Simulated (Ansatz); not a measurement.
Reaction (ligand exchange at the Si–O bond): `[SiH3][O][Sn][O][SiH3]` + `OBN[SiH3]` → `OBN([SiH3])[SiH3]` + `[OH][Sn][O][SiH3]`

Computed with Ansatz on PBE0-D4/def2-TZVP structures; ΔE is electronic, products minus reactants. CBS: MP2 limit from def2 TZ/QZ plus the TZ coupled-cluster correction, frozen cores. Functionals use def2-TZVPP. B3LYP here is the variant with VWN-RPA as its local correlation; programs differ in this. def2 core potentials past Kr. For Sn outer-core shells are correlated without core-valence functions, which leaves a few kJ/mol of doubt a bond. One conformer a species, not always the lowest.

| level | ΔE (kJ/mol) | difference from CCSD(T)/CBS |
| --- | --- | --- |
| PBE-D4 | 48.9 | -7.0 |
| PBE0-D4 | 52.9 | -3.0 |
| B3LYP-D4 | 60.9 | 5.0 |
| ωB97X-V | 56.5 | 0.6 |
| B2PLYP | 59.6 | 3.7 |
| r2SCAN | 54.8 | -1.1 |
| HF/def2-TZVPP | 75.8 | 19.9 |
| MP2/def2-TZVPP | 54.3 | -1.6 |
| SCS-MP2/def2-TZVPP | 58.3 | 2.4 |
| CCSD/def2-TZVPP | 58.5 | 2.6 |
| HF/def2-QZVPP | 76.8 | 20.9 |
| MP2/def2-QZVPP | 55.1 | -0.8 |
| SCS-MP2/def2-QZVPP | 59.0 | 3.1 |
| HF/CBS(def2) | 76.9 | 21.0 |
| MP2/CBS(def2) | 55.2 | -0.7 |
| CCSD/CBS(def2) | 59.3 | 3.4 |
| CCSD(T)/CBS | 55.9 | 0 |

Largest T1 diagnostic among the species: 0.016.

From PBE to PBE0 (25 % exact exchange), in def2-TZVPP and without D4, ΔE moves by +3.6 kJ/mol. In def2-TZVPP, CCSD(T) changes the Hartree–Fock value by −20.7 kJ/mol (the triples alone add −3.4 kJ/mol) and MP2 by −21.5 kJ/mol.
